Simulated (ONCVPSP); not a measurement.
What the settings do to the ONCV potential of Ag (Z = 47)

Base potential:

| Property | Result |
| --- | --- |
| Element | Ag (Z = 47) |
| Generator | ONCVPSP 4.0.1 |
| Type | optimised norm-conserving Vanderbilt (ONCV) |
| Functional | PBE |
| Relativity | fully relativistic |
| Frozen core | [Ar] 3d10 |
| Valence charge | 19 |
| Reference configuration | 4s2 4p6 4d10 5s1 |
| Partial waves | 4s+5s: rc 1.35 bohr, ncon 4, nbas 7, qcut 9.5 1/bohr, 2 projectors; 4p: rc 1.35 bohr, ncon 4, nbas 8, qcut 12.4 1/bohr, 2 projectors, debl 2.4 Ha; 4d: rc 1.30 bohr, ncon 4, nbas 8, qcut 8.8 1/bohr, 2 projectors, debl 0.4 Ha |
| Local potential | polynomial inside 1.15 bohr (lpopt 5, dvloc0 3 Ha) |
| Core correction | none |

Open shells are filled in proportion to 2j + 1.

All-electron outer shells of the reference configuration (PBE, scalar-relativistic, ld1.x):

| shell | level (eV) | outermost node (bohr) | outermost maximum (bohr) |
| --- | --- | --- | --- |
| 3d | -358.48 | – | 0.27 |
| 4s | -95.05 | 0.44 | 0.82 |
| 4p | -58.57 | 0.44 | 0.87 |
| 4d | -7.44 | 0.43 | 1.04 |
| 5s | -4.40 | 1.11 | 2.49 |

Cutoffs, loose and tight: the cutoffs (Ha) at which the residual kinetic energy of the hardest occupied pseudo-wave falls to 1 and 0.1 mHa per electron. They do not see the model core or the augmentation charge, which bear on the density cutoff. Test errors are all-electron minus pseudo excitation energies from the reference, over the configurations 4s2 4p6 4d10 5s0; 4s2 4p6 4d9 5s0; 4s2 4p6 4d8 5s0; 4s2 4p6 4d10 5s0 5p1. A dash means not determined; rows that change the core or the reference have their own tests.

A true bound ghost makes a file unfit for plane-wave use even where its test errors are small: the radial tests pick states by their node count and pass the ghost by.

```tsv
change	outcome	cutoff, loose	cutoff, tight	bound ghosts	GHOST(+) flags above zero	largest test error (meV)
base	generated	43 Ha	52 Ha	none	s	+4.8
d: nproj 3	generated	43 Ha	52 Ha	d5/2, d3/2	s	+10
d: rc 1.26	generated	43 Ha	52 Ha	none	s	+4.3
s: qcut 8.7	generated	43 Ha	52 Ha	none	s	+4.7
core correction Teter function fitted to the true core (icmod 2), fcfact 0.35	generated	43 Ha	52 Ha	none	s	+5.4
s: rc 1.98	generated	43 Ha	52 Ha	none	none	+5.2
d: qcut 9.7	generated	43 Ha	52 Ha	none	s	+3.5
reference 4s2 4p6 4d10 5p1; waves 4s: rc 1.35 bohr, ncon 4, nbas 7, qcut 9.5 1/bohr, 2 projectors, debl 3.1 Ha; 4p+5p: rc 1.35 bohr, ncon 4, nbas 8, qcut 12.4 1/bohr, 2 projectors	generated, projector energies reset by the program	43 Ha	52 Ha	none	s	+1.5
s: ncon 5, nbas 8	generated	43 Ha	52 Ha	none	s	+4.7
p: debl 4.05	generated	43 Ha	52 Ha	none	s	+4.8
local potential polynomial inside 1.15 bohr (lpopt 5, dvloc0 6 Ha)	generated	43 Ha	52 Ha	none	none	-2.4
```

Question: What comes out with this change to the base: scalar-relativistic?

Answer: outcome: generated, misses its reference levels by 1.22 eV; cutoff, loose: 43 Ha; cutoff, tight: 52 Ha; bound ghosts: p; GHOST(+) flags above zero: s; largest test error (meV): -958.

Question: What comes out with this change to the base: all radii scaled by about 0.89 (s 1.20, p 1.20, d 1.16 bohr); local potential polynomial inside 1.02 bohr (lpopt 5, dvloc0 3 Ha)?

Answer: outcome: generated; cutoff, loose: 50 Ha; cutoff, tight: 59 Ha; bound ghosts: none; GHOST(+) flags above zero: s; largest test error (meV): +3.3.
